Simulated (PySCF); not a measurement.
Exercise with solution: oscillator strength and radiative lifetime

Te(I)(NH2) (H₂INTe), SMILES N[Te]I.

Coordinates come from a r2SCAN-D4/def2-SVP optimisation. The def2 effective core potentials stand for the cores of I, Te; spin–orbit coupling is left out. One conformer was computed; it need not be the lowest.

TDA-M06-2X/def2-SVPD run with PySCF 2.14.0 puts the first singlet state with f over 0.02 at 5.24 eV (vertical), with the transition dipole (0.019, 1.103, 0.000) in atomic units.

Problem. Find the oscillator strength, the wavelength and the radiative lifetime that this transition would have in vacuum if emission retraced absorption.

Solution. 
|μ|² = 1.2170 au, so |μ| = 2.80 D. ΔE = 5.24/27.211 = 0.1926 hartree. f = (2/3) ΔE |μ|² = 0.156 (the program prints 0.156).
λ = 1239.84/5.24 = 237 nm; ν = 42263 cm⁻¹.
Einstein's coefficient A = 0.6670 ν² f s⁻¹ (ν in cm⁻¹) = 1.9e8 s⁻¹, so τ = 1/A = 5.4 ns. This state is S5; the lower singlets have f = 0.001, 0.004, 0.002, 0.001. The figure is the radiative limit of this one transition; relaxation, internal conversion, crossing to triplets and a medium change what is measured.
